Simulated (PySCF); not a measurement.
Ionisation energy of As¹⁶⁺ by level of theory

As¹⁶⁺ [Ne] 3s2 3p5 (2P) → As¹⁷⁺ [Ne] 3s2 3p4 (3P), as a difference of total energies. Calculation: PySCF 2.14, in an uncontracted even-tempered set (19 s from 1.2 bohr⁻², ratio 2.5; 12 p from 1.6 bohr⁻², ratio 2.5; 5 d from 9.5 bohr⁻², ratio 2.7; 4 f from 14 bohr⁻², ratio 2.7); scalar relativity by spin-free X2C-1e. Correlated levels: outer shells: 1s2 frozen; virtual orbitals above 40 to 60 times the deepest correlated orbital energy dropped. The calculations carry no spin-orbit coupling.

| method | ionisation energy (eV) |
| --- | --- |
| UHF | 629.26 |
| MP2 (outer shells) | 630.23 |
| SCS-MP2 (outer shells) | 630.17 |
| CCSD (outer shells) | 630.15 |
| CCSD(T) (outer shells) | 630.16 |

Question: How much does correlation contribute at CCSD(T) (outer shells)?

Answer: 630.16 − (629.26) = 0.90 eV, measured against UHF.

Spin-orbit coupling is strong in these open shells (close to jj coupling). The scalar numbers leave it out and a first-order estimate fails, so it can dominate the gap to the real levels.

Breit and QED terms and the two-electron picture change are absent.

For comparison: 628.8 ± 0.6 eV (semi-empirical (NIST evaluation); NIST Atomic Spectra Database, ionization energies).
